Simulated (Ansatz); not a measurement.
Born–Oppenheimer molecular dynamics of C2H9BSSi (14 atoms, charge 0, multiplicity 1). It starts at the highest image of a converged band. Of that band: Beside the main top the profile has a ripple of under 15 meV (maxima at images 5, 8), which may be a very shallow well or noise. A vibrational analysis at the climbing image gives one clearly imaginary mode, 455i cm⁻¹: a first-order saddle point.

Method: RKS B3LYP/def2-SVP (Ansatz).

```
ensemble                      : NVE (velocity Verlet)
time step                     : 0.5 fs
steps asked                   : 200
starting velocities drawn for : 300 K
seed                          : 10079
```

Frames 0.5 fs apart, positions in Å, forces in eV/Å.

Velocities at 65.0 fs (Å/ps):

```
C -3.65 2.62 -2.71
B -4.09 0.00 -2.63
S 0.78 -2.98 1.40
C 4.86 -2.96 3.75
Si 0.55 1.24 0.03
H -19.08 -5.30 -15.47
H -18.22 1.62 12.50
H -8.24 -7.61 -8.37
H 48.96 50.50 -19.19
H -9.66 13.86 12.48
H -6.88 14.27 -0.02
H -2.21 -16.14 -8.30
H -0.79 11.82 -7.93
H 5.45 1.28 4.52
```

```xyz
14
Properties=species:S:1:pos:R:3:forces:R:3 time_fs=65.0 energy_less_start_eV=-0.027 T=319
C -1.475 1.351 0.178 0.55 -1.30 -0.05
B 0.000 0.843 0.471 -0.45 0.42 -0.93
S 0.750 0.914 2.076 0.52 1.31 1.46
C 0.876 0.219 -0.668 -0.70 -0.70 -0.63
Si 0.662 -1.727 -0.630 -0.13 0.76 1.48
H -1.534 2.330 -0.235 0.09 1.69 0.05
H -2.180 1.184 0.984 -0.28 0.37 0.61
H -1.884 0.808 -0.664 -0.17 -0.81 -0.58
H 0.234 2.149 2.501 -0.04 -1.23 -0.17
H 0.467 0.611 -1.623 0.02 -0.34 -0.02
H 1.934 0.512 -0.653 0.16 -0.25 0.29
H 1.361 -2.410 -1.706 0.24 -0.29 -0.64
H 1.273 -2.220 0.700 -0.32 0.21 -0.71
H -0.813 -2.102 -0.591 0.50 0.16 -0.17
14
Properties=species:S:1:pos:R:3:forces:R:3 time_fs=65.5 energy_less_start_eV=-0.010 T=308
C -1.477 1.352 0.177 0.22 -1.43 0.03
B -0.002 0.843 0.470 -0.40 0.42 -0.86
S 0.751 0.912 2.077 0.46 1.49 1.48
C 0.878 0.218 -0.666 -0.89 -0.64 -0.69
Si 0.663 -1.726 -0.630 -0.04 0.71 1.30
H -1.543 2.329 -0.243 0.10 1.65 0.07
H -2.189 1.185 0.991 -0.02 0.42 0.31
H -1.889 0.803 -0.669 -0.09 -0.70 -0.39
H 0.259 2.173 2.491 0.00 -1.41 -0.21
H 0.462 0.617 -1.616 0.06 -0.39 -0.01
H 1.930 0.519 -0.653 0.26 -0.24 0.30
H 1.360 -2.418 -1.711 0.17 -0.22 -0.53
H 1.272 -2.213 0.696 -0.28 0.18 -0.63
H -0.809 -2.101 -0.589 0.45 0.15 -0.17
14
Properties=species:S:1:pos:R:3:forces:R:3 time_fs=66.0 energy_less_start_eV=0.002 T=300
C -1.478 1.353 0.176 -0.13 -1.43 0.03
B -0.004 0.843 0.468 -0.35 0.42 -0.79
S 0.751 0.911 2.078 0.42 1.63 1.47
C 0.880 0.216 -0.664 -1.05 -0.58 -0.75
Si 0.663 -1.726 -0.630 0.07 0.66 1.08
H -1.552 2.333 -0.251 0.12 1.46 0.14
H -2.199 1.188 0.998 0.23 0.46 0.01
H -1.893 0.796 -0.675 0.00 -0.56 -0.16
H 0.283 2.193 2.481 0.01 -1.54 -0.23
H 0.457 0.623 -1.610 0.09 -0.43 -0.01
H 1.928 0.525 -0.652 0.34 -0.24 0.31
H 1.359 -2.427 -1.717 0.10 -0.13 -0.40
H 1.271 -2.207 0.689 -0.23 0.13 -0.53
H -0.805 -2.100 -0.587 0.39 0.15 -0.16
14
Properties=species:S:1:pos:R:3:forces:R:3 time_fs=66.5 energy_less_start_eV=0.013 T=293
C -1.480 1.354 0.174 -0.47 -1.32 -0.06
B -0.007 0.843 0.466 -0.29 0.41 -0.71
S 0.752 0.910 2.078 0.39 1.73 1.44
C 0.882 0.214 -0.663 -1.18 -0.52 -0.78
Si 0.663 -1.725 -0.629 0.18 0.61 0.82
H -1.561 2.339 -0.258 0.15 1.15 0.24
H -2.208 1.191 1.006 0.45 0.48 -0.25
H -1.898 0.789 -0.681 0.09 -0.40 0.07
H 0.308 2.210 2.470 0.01 -1.63 -0.24
H 0.453 0.627 -1.604 0.12 -0.45 -0.02
H 1.926 0.531 -0.650 0.39 -0.24 0.31
H 1.359 -2.437 -1.724 0.02 -0.03 -0.25
H 1.269 -2.200 0.682 -0.17 0.07 -0.41
H -0.800 -2.098 -0.586 0.31 0.14 -0.16
14
Properties=species:S:1:pos:R:3:forces:R:3 time_fs=67.0 energy_less_start_eV=0.025 T=285
C -1.482 1.354 0.173 -0.77 -1.13 -0.20
B -0.009 0.843 0.465 -0.22 0.40 -0.62
S 0.752 0.909 2.079 0.38 1.77 1.39
C 0.884 0.212 -0.661 -1.26 -0.45 -0.80
Si 0.663 -1.724 -0.629 0.29 0.57 0.54
H -1.570 2.349 -0.265 0.19 0.77 0.37
H -2.216 1.196 1.013 0.64 0.49 -0.47
H -1.902 0.780 -0.687 0.18 -0.23 0.29
H 0.332 2.223 2.458 -0.02 -1.66 -0.23
H 0.449 0.631 -1.598 0.15 -0.47 -0.04
H 1.925 0.536 -0.648 0.40 -0.24 0.31
H 1.359 -2.446 -1.732 -0.07 0.07 -0.11
H 1.266 -2.193 0.673 -0.10 0.01 -0.26
H -0.794 -2.096 -0.585 0.21 0.12 -0.16
14
Properties=species:S:1:pos:R:3:forces:R:3 time_fs=67.5 energy_less_start_eV=0.039 T=276
C -1.484 1.354 0.172 -1.02 -0.89 -0.37
B -0.011 0.844 0.462 -0.15 0.39 -0.54
S 0.753 0.908 2.081 0.38 1.76 1.32
C 0.885 0.210 -0.660 -1.30 -0.38 -0.80
Si 0.664 -1.723 -0.629 0.40 0.53 0.25
H -1.578 2.360 -0.270 0.23 0.36 0.50
H -2.222 1.201 1.019 0.77 0.48 -0.64
H -1.906 0.771 -0.693 0.25 -0.07 0.49
H 0.357 2.232 2.446 -0.05 -1.65 -0.21
H 0.445 0.633 -1.592 0.17 -0.48 -0.08
H 1.925 0.540 -0.644 0.38 -0.26 0.30
H 1.359 -2.455 -1.740 -0.14 0.17 0.03
H 1.264 -2.186 0.664 -0.02 -0.06 -0.10
H -0.787 -2.094 -0.585 0.10 0.10 -0.15
14
Properties=species:S:1:pos:R:3:forces:R:3 time_fs=68.0 energy_less_start_eV=0.056 T=265
C -1.486 1.354 0.170 -1.20 -0.64 -0.54
B -0.014 0.844 0.460 -0.08 0.37 -0.45
S 0.753 0.907 2.082 0.39 1.70 1.23
C 0.886 0.208 -0.659 -1.30 -0.31 -0.78
Si 0.664 -1.722 -0.628 0.51 0.50 -0.04
H -1.586 2.373 -0.275 0.28 -0.04 0.62
H -2.227 1.208 1.024 0.86 0.46 -0.75
H -1.909 0.761 -0.697 0.31 0.08 0.64
H 0.381 2.236 2.434 -0.10 -1.58 -0.17
H 0.442 0.634 -1.586 0.19 -0.48 -0.13
H 1.926 0.544 -0.640 0.32 -0.28 0.29
H 1.358 -2.464 -1.748 -0.21 0.26 0.16
H 1.261 -2.179 0.654 0.06 -0.13 0.07
H -0.780 -2.092 -0.584 -0.02 0.08 -0.15
14
Properties=species:S:1:pos:R:3:forces:R:3 time_fs=68.5 energy_less_start_eV=0.072 T=254
C -1.489 1.354 0.168 -1.31 -0.38 -0.70
B -0.016 0.845 0.458 -0.01 0.35 -0.36
S 0.754 0.906 2.083 0.41 1.58 1.13
C 0.887 0.206 -0.658 -1.26 -0.23 -0.74
Si 0.664 -1.721 -0.628 0.60 0.48 -0.33
H -1.592 2.385 -0.278 0.32 -0.39 0.71
H -2.229 1.216 1.026 0.90 0.43 -0.81
H -1.912 0.752 -0.699 0.34 0.21 0.76
H 0.405 2.237 2.421 -0.16 -1.45 -0.12
H 0.439 0.635 -1.581 0.20 -0.47 -0.20
H 1.928 0.548 -0.636 0.23 -0.31 0.28
H 1.357 -2.472 -1.756 -0.27 0.34 0.27
H 1.258 -2.172 0.645 0.15 -0.20 0.25
H -0.773 -2.089 -0.585 -0.13 0.05 -0.14
14
Properties=species:S:1:pos:R:3:forces:R:3 time_fs=69.0 energy_less_start_eV=0.087 T=245
C -1.491 1.354 0.167 -1.33 -0.15 -0.84
B -0.019 0.846 0.456 0.05 0.33 -0.28
S 0.755 0.906 2.085 0.43 1.41 1.02
C 0.888 0.204 -0.657 -1.19 -0.16 -0.69
Si 0.665 -1.720 -0.627 0.67 0.47 -0.59
H -1.599 2.396 -0.279 0.36 -0.69 0.76
H -2.229 1.225 1.027 0.88 0.38 -0.80
H -1.914 0.743 -0.700 0.35 0.31 0.82
H 0.429 2.235 2.408 -0.23 -1.26 -0.05
H 0.436 0.633 -1.575 0.21 -0.45 -0.27
H 1.930 0.550 -0.630 0.13 -0.35 0.26
H 1.355 -2.479 -1.762 -0.31 0.41 0.37
H 1.256 -2.166 0.636 0.23 -0.27 0.42
H -0.767 -2.087 -0.585 -0.25 0.03 -0.13
14
Properties=species:S:1:pos:R:3:forces:R:3 time_fs=69.5 energy_less_start_eV=0.096 T=239
C -1.494 1.353 0.165 -1.28 0.06 -0.95
B -0.021 0.846 0.453 0.11 0.31 -0.20
S 0.755 0.905 2.086 0.47 1.17 0.89
C 0.889 0.202 -0.657 -1.10 -0.09 -0.62
Si 0.665 -1.719 -0.627 0.73 0.46 -0.81
H -1.604 2.405 -0.279 0.39 -0.91 0.78
H -2.227 1.235 1.026 0.82 0.31 -0.74
H -1.914 0.735 -0.699 0.34 0.38 0.84
H 0.452 2.230 2.394 -0.31 -1.01 0.02
H 0.434 0.631 -1.571 0.21 -0.42 -0.34
H 1.933 0.552 -0.624 0.02 -0.38 0.24
H 1.353 -2.486 -1.768 -0.34 0.47 0.44
H 1.255 -2.160 0.629 0.31 -0.34 0.57
H -0.761 -2.084 -0.586 -0.36 0.01 -0.13
14
Properties=species:S:1:pos:R:3:forces:R:3 time_fs=70.0 energy_less_start_eV=0.101 T=236
C -1.498 1.353 0.163 -1.13 0.23 -1.03
B -0.024 0.847 0.451 0.17 0.28 -0.12
S 0.756 0.905 2.088 0.51 0.87 0.75
C 0.889 0.200 -0.656 -1.01 -0.02 -0.55
Si 0.666 -1.718 -0.627 0.77 0.44 -0.99
H -1.608 2.413 -0.276 0.41 -1.07 0.77
H -2.224 1.246 1.023 0.71 0.25 -0.62
H -1.915 0.728 -0.696 0.30 0.41 0.81
H 0.474 2.222 2.381 -0.39 -0.71 0.10
H 0.433 0.628 -1.568 0.21 -0.39 -0.41
H 1.935 0.553 -0.618 -0.10 -0.41 0.21
H 1.349 -2.491 -1.774 -0.36 0.51 0.50
H 1.254 -2.156 0.623 0.37 -0.39 0.71
H -0.756 -2.081 -0.587 -0.45 -0.01 -0.12
14
Properties=species:S:1:pos:R:3:forces:R:3 time_fs=70.5 energy_less_start_eV=0.101 T=236
C -1.501 1.353 0.160 -0.91 0.38 -1.08
B -0.026 0.848 0.448 0.21 0.26 -0.05
S 0.757 0.905 2.090 0.54 0.52 0.61
C 0.889 0.197 -0.656 -0.93 0.04 -0.48
Si 0.667 -1.717 -0.627 0.80 0.43 -1.12
H -1.611 2.418 -0.272 0.42 -1.15 0.72
H -2.218 1.257 1.019 0.56 0.17 -0.44
H -1.914 0.722 -0.691 0.23 0.41 0.73
H 0.496 2.213 2.368 -0.47 -0.34 0.19
H 0.432 0.624 -1.565 0.21 -0.36 -0.48
H 1.938 0.552 -0.611 -0.20 -0.44 0.18
H 1.345 -2.495 -1.777 -0.36 0.55 0.54
H 1.254 -2.152 0.618 0.42 -0.44 0.80
H -0.752 -2.078 -0.589 -0.53 -0.03 -0.11
```

Of the whole run (100 fs, mean temperature of the second half 329 K): The conserved energy stayed within 0.22 meV per atom of its start (net change 0.11 meV per atom), so the integration is sound. A run of 0.1 ps of so small a system gives no equilibrium averages. The orbitals stay closed-shell, which can raise the energy where a bond breaks towards radicals; this wasn't checked here.

Run time: 5.4 min on 2 threads of AMD EPYC 9R45 96-Core Processor (Zen 5) (shared host), peak memory 0.32 GiB.
